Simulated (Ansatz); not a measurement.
Consider the formal exchange of groups at the Si–In bond: `[SiH3][In]([Cl])[Cl]` + `C=CI` → `[SiH3]/C=C/I` + `[Cl][InH][Cl]`.

Calculated with Ansatz (gas phase, PBE0-D4/def2-TZVP geometries, no zero-point term in ΔE). CCSD(T)/CBS adds triple-zeta CCSD(T) − MP2 to the extrapolated MP2 energy (def2 sets, frozen cores). Functionals use def2-TZVPP. B3LYP here is the variant with VWN-RPA as its local correlation; programs differ in this. Elements past krypton have def2 core potentials. For I, In outer-core shells are correlated without core-valence functions, which leaves a few kJ/mol of doubt a bond.

`[SiH3][In]([Cl])[Cl]`:

```xyz
7

Si    0.921    0.652   -0.586
In   -0.936   -0.643    0.596
Cl   -1.813   -2.660   -0.163
Cl   -1.977    0.004    2.573
H     2.184   -0.111   -0.422
H     1.046    1.997    0.026
H     0.574    0.762   -2.024
```

`C=CI`:

Z-matrix (Å, degrees):
```
C
C 1 1.320
H 1 1.086 2 119.6
H 1 1.083 2 122.8 3 180.0
I 2 2.078 1 123.7 3 180.0
H 2 1.082 1 123.5 3 0.0
```

`[SiH3]/C=C/I`:

Cartesian coordinates in Å:
```
Si 0.778 -1.154 0.000
C 0.100 0.543 -0.365
C -0.985 0.989 0.250
I -1.835 2.864 -0.076
H -0.085 -1.801 1.022
H 0.796 -1.981 -1.235
H 2.171 -1.055 0.511
H 0.600 1.176 -1.093
H -1.539 0.419 0.986
```

`[Cl][InH][Cl]`:

Cartesian coordinates in Å:
```
Cl 0.297 2.068 0.671
In 0.082 -0.168 0.124
Cl -1.076 -0.463 -1.856
H 0.697 -1.437 1.061
```

Task: Is it downhill or uphill in electronic energy at CCSD(T)/CBS, and by how much? (Estimate.)

Result: The calculation gave: Uphill: ΔE = +9.6 kcal/mol.

Task: What do these levels give: ωB97X-V, ωB97M-V, B2PLYP, PBE, PBE0, B3LYP? (Estimate.)

Result: Computed: ωB97X-V 9.0, ωB97M-V 8.9, B2PLYP 9.6, PBE 11.1, PBE0 10.6, B3LYP 10.4 kcal/mol.

Largest T1 diagnostic among the species: 0.013.
